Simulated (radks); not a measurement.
Q: All-electron atom: Ca in [Ne] 3s2 3p5.5 4s2 5s0.5 (fractional occupations, a model configuration). All-electron calculation, scalar-relativistic Kohn-Sham, r2SCAN, spin-unpolarised, spherical densities, finite nucleus; meta-GGA in the generalised Kohn-Sham scheme; Fermi nuclear charge, rms radius 3.4776 fm. Program: a radial shooting solver on a logarithmic mesh with Libxc functionals. Some entries of the table are withheld. Estimate them.

| orbital | occ. | eigenvalue (eV) | <r> (bohr) |
|---|---|---|---|
| 1s | 2 | -3974.637 | 0.07685 |
| 2s | 2 | (1) | (2) |
| 2p | 6 | -346.0018 | 0.3272 |
| 3s | 2 | -54.4129 | (3) |
| 3p | 5.5 | (4) | 1.246 |
| 4s | 2 | -5.8823 | 3.653 |
| 5s | 0.5 | -0.8714 | (5) |

A: 
(1) 2s eigenvalue (eV): -427.9486
(2) 2s <r> (bohr): 0.3630
(3) 3s <r> (bohr): 1.144
(4) 3p eigenvalue (eV): -34.1859
(5) 5s <r> (bohr): 11.68
